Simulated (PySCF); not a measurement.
# Radial density of B²⁺ (boron, charge +2)

UHF, [He] 3d1, 2D determinant (an excited configuration). All numbers are calculated (PySCF 2.14, no relativity, point nucleus, in dyall-acv3z).

```
r (bohr)  4πr²ρ (e/bohr)  4πr²(ρα − ρβ)
 0.00429         0.01536         0.0000
 0.00721         0.04223         0.0000
  0.0121          0.1137         0.0000
  0.0204          0.2964         0.0000
  0.0343          0.7302         0.0000
  0.0577           1.639         0.0000
  0.0971           3.153        -0.0001
   0.163           4.702        -0.0001
   0.275           4.628         0.0000
   0.462           2.313         0.0005
   0.777          0.3840         0.0068
    1.31         0.07573         0.0663
    2.20          0.2537         0.2537
    3.70          0.2633         0.2633
    6.22         0.05163         0.0516
    10.5       0.0003275         0.0003
```

The outer electron is Rydberg-like, and this basis confines it to a smaller radius and binds it less than a complete one would.
